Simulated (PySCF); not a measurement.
## Working with the constants of FeN

BLYP constants of FeN, quartet, unpaired electrons σ ↑, π ↑, δ ↑, a mixture of terms (⟨Lz²⟩ = 4.8) (Fe def2-TZVPP, N def2-TZVPP; no relativity (PySCF 2.14); masses 55.9349 and 14.0031 u):

- ωe: 923.3 cm⁻¹
- ωexe: 8.82 cm⁻¹
- Be: 0.61144 cm⁻¹
- αe: 0.00640 cm⁻¹
- D (centrifugal): 1.07e-06 cm⁻¹

(1) Give the vibrational terms G(v) and spacings up to v = 6.

De is left out where the level can put another filling of the metal’s s and d shells below the measured ground configuration, by anything from nothing to about 1 eV. With d or f electrons several states lie close, and the lowest PBE0 determinant need not be the measured ground state.

Answers

(1) G(v) = ωe(v+½) − ωexe(v+½)².

```
v  G(v) (cm⁻¹)  G(v) − G(v−1)  Bv (cm⁻¹)
0          459                    0.6082
1         1365            906     0.6018
2         2253            888     0.5954
3         3124            870     0.5890
4         3976            853     0.5826
5         4811            835     0.5762
6         5629            817     0.5698
```
